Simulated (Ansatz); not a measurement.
Isolated molecules relaxed with PBE0-D4/def2-TZVP in Ansatz; ΔE leaves out vibrations. CCSD(T)/CBS is the MP2 limit (def2-TZVPP, def2-QZVPP) plus CCSD(T) − MP2 in def2-TZVPP, frozen cores. This one scheme is used for every species. Functionals use def2-TZVPP. B3LYP here is the variant with VWN-RPA as its local correlation; programs differ in this. One conformer a species, not always the lowest.

Consider the formal exchange of groups at the Si–O bond: `CC(C)O[SiH](F)F` + `CF` → `F[SiH](F)F` + `COC(C)C`.

`CC(C)O[SiH](F)F`:

```xyz
15

C     1.111    0.421   -1.027
C    -0.070   -0.319   -0.434
C     0.086   -1.820   -0.508
O    -0.220    0.030    0.944
Si   -0.913    1.322    1.599
F    -1.500    0.894    3.002
F    -2.120    1.815    0.695
H     2.025    0.168   -0.486
H     0.967    1.503   -0.976
H     1.242    0.148   -2.077
H    -0.984   -0.026   -0.964
H     0.985   -2.133    0.030
H     0.173   -2.143   -1.547
H    -0.775   -2.318   -0.059
H    -0.006    2.457    1.810
```

`CF`:

Z-matrix (Å, degrees):
```
C
F 1 1.376
H 1 1.092 2 109.1
H 1 1.092 2 109.1 3 -120.0
H 1 1.092 2 109.1 3 120.0
```

`F[SiH](F)F`:

Cartesian coordinates in Å:
```
F -1.417 -0.340 -0.554
Si 0.016 0.031 -0.021
F 0.933 -1.240 -0.149
F -0.106 0.400 1.503
H 0.574 1.149 -0.779
```

`COC(C)C`:

```xyz
15

C    -0.186    1.826    0.877
O    -0.044    0.444    1.044
C    -0.274   -0.314   -0.129
C     0.848   -0.154   -1.141
C    -0.434   -1.751    0.312
H     0.601    2.259    0.246
H    -1.161    2.080    0.437
H    -0.120    2.280    1.866
H    -1.217    0.031   -0.586
H     0.653   -0.770   -2.023
H     1.797   -0.471   -0.702
H     0.951    0.879   -1.478
H    -0.653   -2.395   -0.542
H     0.486   -2.103    0.784
H    -1.246   -1.841    1.035
```

| level | ΔE (kJ/mol) | difference from CCSD(T)/CBS |
| --- | --- | --- |
| r2SCAN-D4 | -45.5 | 3.0 |
| PBE0-D4 | -43.6 | 4.9 |
| B3LYP-D4 | -39.4 | 9.1 |
| ωB97X-V | -43.0 | 5.5 |
| B2PLYP | -46.2 | 2.3 |
| PBE0 | -45.8 | 2.7 |
| B3LYP | -43.0 | 5.5 |
| MP2/def2-TZVPP | -52.9 | -4.4 |
| MP2/def2-QZVPP | -53.0 | -4.5 |
| SCS-MP2/def2-QZVPP | -49.5 | -1.0 |
| CCSD(T)/CBS | -48.5 | 0 |

Largest T1 diagnostic among the species: 0.012.

In def2-TZVPP, CCSD(T) changes the Hartree–Fock value by −10.5 kJ/mol (the triples alone add −1.2 kJ/mol) and MP2 by −14.5 kJ/mol. The D4 term adds +3.6 kJ/mol with B3LYP and +2.2 kJ/mol with PBE0; it sums over pairs of atoms, weighted by their polarisabilities, and B3LYP, whose exchange is more repulsive, gets the larger term.
